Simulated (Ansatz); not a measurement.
One change: `OC[SiH2][TeH]` becomes `C[SiH2][TeH]`.

Ansatz, PBE0-D4/def2-TZVP geometries, multiplicity 1. Each molecule was computed in one conformer, which needn't be the lowest.

Elements past krypton have def2 core potentials.

```
                             property  `OC[SiH2][TeH]`
  HOMO–LUMO gap (PBE/def2-TZVPP) / eV             4.04
   LUMO energy (PBE0/def2-TZVPP) / eV            -0.58
  LUMO energy (B3LYP/def2-TZVPP) / eV            -0.81
HOMO–LUMO gap (B3LYP/def2-TZVPP) / eV             5.43
  HOMO energy (B3LYP/def2-TZVPP) / eV            -6.25
    HOMO energy (PBE/def2-TZVPP) / eV            -5.43
```

**Question.** What does the change do to each property? (An estimate is asked.)

**Answer.** Computed: 
```
                             property  `C[SiH2][TeH]`  shift
  HOMO–LUMO gap (PBE/def2-TZVPP) / eV            4.08   0.04
   LUMO energy (PBE0/def2-TZVPP) / eV           -0.49   0.09
  LUMO energy (B3LYP/def2-TZVPP) / eV           -0.72   0.09
HOMO–LUMO gap (B3LYP/def2-TZVPP) / eV            5.46   0.03
  HOMO energy (B3LYP/def2-TZVPP) / eV           -6.18   0.07
    HOMO energy (PBE/def2-TZVPP) / eV           -5.38   0.05
```

B3LYP here is the variant with VWN-RPA as its local correlation; programs differ in this.

Spin–orbit coupling is left out; it splits and shifts lone-pair levels of the heavy atoms by tenths of an eV.
